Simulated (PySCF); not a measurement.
Vertical excitations of a molecule C4H4Cl2 from TDA-PBE/def2-SVPD in PySCF, as energy in eV (oscillator strength): 5.69 (0.001), 5.96 (0.019), 6.29 (0.000), 6.30 (0.328), 6.42 (0.000), 6.63 (0.000), 6.68 (0.000), 6.89 (0.002), 7.10 (0.005), 7.30 (0.002). Lowest triplet (TDA): 3.99 eV. Geometry optimised at B3LYP-D3(BJ)/def2-SVP. The values are those of a single conformer.

Task: Identify the compound among the candidates.
(A) Cl/C=C\C=C/Cl
(B) C=CC=C(Cl)Cl
(C) ClC1=C(Cl)CC1
(D) C=C(Cl)/C=C\Cl

Result: C, ClC1=C(Cl)CC1
